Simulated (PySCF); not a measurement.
Al(H)(SH)2 (AlH3S2), SMILES [AlH]([SH])[SH].

Geometry: B3LYP-D3(BJ)/def2-TZVP. One conformer was computed; it need not be the lowest.

Computed with PySCF with TDA-ωB97X/def2-SVPD.

Vertical excitations. The molecule is in vacuum. State labels are in the subgroup C2v.

### Question
Estimate the UV-visible absorptions. (The exact figures need the calculation; the answer reports its results.)

### Answer

```tsv
state	symmetry	energy (eV)	λ (nm)	f	main pairs
S1	B2	6.20	200	0.119	HOMO→LUMO 91 %
S2	A2	6.39	194	0.000	HOMO→LUMO+1 41 %, HOMO→LUMO+2 21 %, HOMO→LUMO+4 15 %, HOMO−1→LUMO+3 8 %
S3	A2	6.52	190	0.000	HOMO→LUMO+2 55 %, HOMO→LUMO+1 33 %
S4	B1	6.63	187	0.002	HOMO−2→LUMO 81 %
S5	B1	6.74	184	0.032	HOMO−1→LUMO+2 25 %, HOMO−1→LUMO+1 17 %, HOMO→LUMO+3 16 %, HOMO−2→LUMO 13 %
S6	A1	6.76	183	0.025	HOMO−1→LUMO 88 %
S7	A2	7.07	175	0.000	HOMO−3→LUMO 92 %
S8	B1	7.09	175	0.193	HOMO−1→LUMO+2 35 %, HOMO−1→LUMO+1 27 %, HOMO→LUMO+3 20 %, HOMO→LUMO+9 8 %
S9	B1	7.84	158	0.008	HOMO→LUMO+3 42 %, HOMO−1→LUMO+1 24 %, HOMO−1→LUMO+13 10 %, HOMO−1→LUMO+4 7 %
S10	B2	7.88	157	0.132	HOMO−3→LUMO+1 49 %, HOMO−2→LUMO+3 19 %, HOMO−3→LUMO+4 14 %
T1	B2	5.47	226	0	HOMO→LUMO 94 %
T2	A2	6.00	207	0	HOMO→LUMO+2 30 %, HOMO→LUMO+1 25 %, HOMO→LUMO+4 18 %, HOMO−1→LUMO+9 7 %
T3	A1	6.07	204	0	HOMO−1→LUMO 92 %
T4	B1	6.21	200	0	HOMO−2→LUMO 73 %
```
Triplets are in the Tamm–Dancoff approximation.
